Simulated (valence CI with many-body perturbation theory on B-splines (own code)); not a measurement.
Nb¹⁰⁺: magnetic and hyperfine properties of the levels

Calculated by relativistic CI+MBPT: three valence electrons over a frozen Dirac-Fock core [Ar] 3d10, radial functions for each j: 11 s, 11 p, 10 d, 8 f, 5 g, 2 h, with the one-electron correlation potential Σ1 (screened to all orders), the two-electron term Σ2, the three-electron term Σ3, Breit, model QED; selected single and double excitations, second order for the rest, scaled by the run's own slope (own B-spline code, finite nucleus).

No measured levels were compared; by estimate levels hold to about 250 cm⁻¹ or 0.2 % of their energy and the worst to 1 %, as in measured heavy ions of charge 2 to 7; those with d or f electrons hold less well.

A/g_I is the dipole constant over the nuclear g factor μ/I (μ in nuclear magnetons, uniformly magnetised nucleus), B/Q the quadrupole constant per barn. Both hold the static response of the core; the bare values leave it out. Large factors of s and p1/2 electrons are usually good to 5 to 10 %; those of open d and f shells near neutrality can be off by tens of per cent, and small factors of p3/2, d and f electrons come from cancelling terms and can be off by a factor of two or in sign, in half-filled shells by more. B is blank for J = 1/2, where it vanishes, and for nearly pure S terms. Energies count from the lowest level.

Names give the largest LS component (configuration and term), which can be under half, so a name can repeat, a term be missing and a line seem to break the LS rules; names also repeat where a configuration has a term twice. Letters in brackets count levels of one name in rising energy.

```csv
Level,E (cm⁻¹),g,A/g_I (MHz),A/g_I bare,B/Q (MHz/b),B/Q bare
4s²4p ²P°_1/2,0,0.665,20200,18900,,
4s²4p ²P°_3/2,23920,1.334,3670,3340,6700,6130
4s4p² ⁴P_1/2,182070,2.639,45300,42200,,
4s4p² ⁴P_3/2,193330,1.727,18600,17300,5540,5060
4s4p² ⁴P_5/2,204340,1.570,19300,18000,-5880,-5380
4s4p² ²D_3/2,240930,0.819,-4620,-4310,8820,8080
4s4p² ²D_5/2,246070,1.231,18700,17400,11800,10800
4s4p² ²S_1/2,275290,1.390,31800,29700,,
4s4p² ²P_1/2,299460,1.307,47400,44300,,
4s4p² ²P_3/2,305620,1.320,-5350,-5040,-6560,-6040
4s²4d ²D_3/2,390230,0.800,760,739,1420,1250
4s²4d ²D_5/2,393730,1.200,1620,1530,1950,1710
4p³ ⁴S°_3/2 [a],456150,1.443,2310,2170,4020,3680
4p³ ⁴S°_3/2 [b],467160,1.363,-244,-201,235,213
4p³ ²D°_5/2,469240,1.200,7080,6600,-1180,-1090
4p³ ²P°_1/2,503870,0.665,18700,17400,,
4p³ ²P°_3/2,514170,1.325,3020,2830,-4560,-4190
4s4p4d ⁴F°_3/2,536870,0.416,-8140,-7570,3120,2800
4s4p4d ⁴F°_5/2,541880,1.036,6540,6110,2260,2010
4s4p4d ⁴F°_7/2,549630,1.243,9870,9220,3320,2950
4s4p4d ⁴F°_9/2,561380,1.334,9890,9240,8220,7410
4s4p4d ⁴P°_5/2,568780,1.492,12100,11300,2240,1980
4s4p4d ⁴D°_3/2 [a],572220,1.406,7600,7130,1560,1420
4s4p4d ⁴D°_1/2,574350,0.395,-20700,-19200,,
4s4p4d ⁴P°_1/2,586650,2.280,37000,34500,,
4s4p4d ⁴D°_5/2,587290,1.317,12100,11300,-2300,-2100
4s4p4d ⁴D°_3/2 [b],587310,1.306,8320,7750,-1640,-1470
4s4p4d ⁴D°_7/2,588050,1.419,12000,11200,-4130,-3800
4s4p4d ²D°_3/2 [a],590030,1.015,-3410,-3150,-3450,-3180
4s4p4d ²D°_5/2 [a],591820,1.294,13100,12200,-4190,-3860
4s4p4d ²F°_5/2 [a],605250,0.919,6970,6530,5770,5220
4s4p4d ²F°_7/2 [a],622820,1.143,-81.3,-75.2,8010,7260
4s4p4d ²P°_3/2 [a],639610,1.258,5970,5560,1020,905
4s4p4d ²F°_7/2 [b],640600,1.148,8990,8420,6650,6000
4s4p4d ²F°_5/2 [b],642710,0.862,-4700,-4370,5690,5130
4s4p4d ²P°_1/2 [a],651880,0.663,-21000,-19500,,
4s4p4d ²P°_1/2 [b],665630,0.660,3040,2870,,
4s²5s ²S_1/2,666990,2.002,27900,26400,,
4s4p4d ²D°_3/2 [b],669310,1.048,12000,11200,-423,-432
4s4p4d ²P°_3/2 [b],670630,1.152,715,711,-3070,-2830
```

**Question.** Take the isotope of mass number 93, with I = 9/2, μ = 6.163 μN and Q = -0.32 b. What is the hyperfine structure of 4s4p² ⁴P_5/2?

**Answer.** From the table A = 26500 MHz, B = 1880 MHz. Shifts from the centre of gravity in MHz: F = 2: -364000, F = 3: -285000, F = 4: -179000, F = 5: -46900, F = 6: 112000, F = 7: 299000.
